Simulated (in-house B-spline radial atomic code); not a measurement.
Checks on a self-consistent run for the copper ion Cu⁴⁺, [Ne] 3s1 3p6 3d8. Level of theory: Dirac-Hartree-Fock, average of configuration, Fermi nucleus of rms radius 3.8823 fm; calculated with an all-electron radial atomic-structure program (B-spline basis).

| orbital | q | ε (Eh) | <1/r> | <r²> | small-component weight |
| --- | --- | --- | --- | --- | --- |
| 1s1/2 | 2 | -335.53655 | 29.1625 | 0.0036524 | 0.010948 |
| 2s1/2 | 2 | -44.45413 | 6.38358 | 0.0647655 | 0.0020864 |
| 2p1/2 | 2 | -39.14708 | 6.31583 | 0.0510383 | 0.0020574 |
| 2p3/2 | 4 | -38.38297 | 6.17769 | 0.0525451 | 0.0020238 |
| 3s1/2 | 1 | -7.86608 | 2.03835 | 0.557057 | 0.00047082 |
| 3p1/2 | 2 | -5.96484 | 1.90593 | 0.607742 | 0.00042251 |
| 3p3/2 | 4 | -5.85812 | 1.87535 | 0.622357 | 0.00041469 |
| 3d3/2 | 3.2 | -3.10898 | 1.60525 | 0.778773 | 0.00031807 |
| 3d5/2 | 4.8 | -3.09493 | 1.59735 | 0.785742 | 0.00031584 |

Electron-electron repulsion V_ee = 584.6886 hartree.

**Question.** What total energy follows from the eigenvalues?

**Answer.** The eigenvalues count the repulsion twice, so E = Σqε - V_ee = -1059.840 - 584.689 = -1644.529 hartree; the run printed -1644.529.

**Question.** Does the Dirac virial theorem hold?

**Answer.** For a point nucleus E = -2c²Σq·w, with w the small-component weight. Here Σq·w = 0.043786 and c = 137.0360, so the ratio E/(-2c²Σq·w) is 1.000008; the finite nucleus accounts for the departure from 1.

**Question.** What diamagnetic shielding (Lamb formula) and susceptibility (Langevin formula) do the radii give?

**Answer.** σ = (α²/3)Σq<1/r> = 134.59/(3·137.036²) = 2389 ppm, and χ = -0.79199×10⁻⁶·Σq<r²> = -8.692×10⁻⁶ cm³/mol with Σq<r²> = 10.975 bohr². Both are non-relativistic formulas without the paramagnetism of open shells.
